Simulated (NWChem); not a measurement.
Species: TiCl2F2; SMILES [Cl][Ti]([F])([F])[Cl]

```xyz
5

Ti     0.0000     0.0000     0.3115
F      0.0000     1.3977     1.3177
F      0.0000    -1.3977     1.3177
Cl    -1.7942     0.0000    -0.9489
Cl     1.7942     0.0000    -0.9489
```
Atoms are numbered in this order, from 1.

Level: B3LYP/6-31G* (spherical d) (NWChem), optimised geometry, unscaled harmonic frequencies. 

List the harmonic frequencies with IR intensities, and the thermochemistry.


```tsv
frequency (cm⁻¹)	IR intensity (km/mol)
126	1.2
161	0.0
169	7.7
192	2.5
212	4.2
432	34.8
503	185.2
812	179.1
854	179.9
```

The zero-point energy is 4.9 kcal/mol and the thermal correction to the enthalpy at 298.15 K (with zero-point energy) comes out as 9.6 kcal/mol. The heat capacity Cv is 19.2 cal/(mol K). The entropy at 298.15 K and 1 atm (symmetry number 2) comes out as 82.1 cal/(mol K) and the dipole moment comes out as 0.51 D.

Rigid rotor and harmonic oscillator.
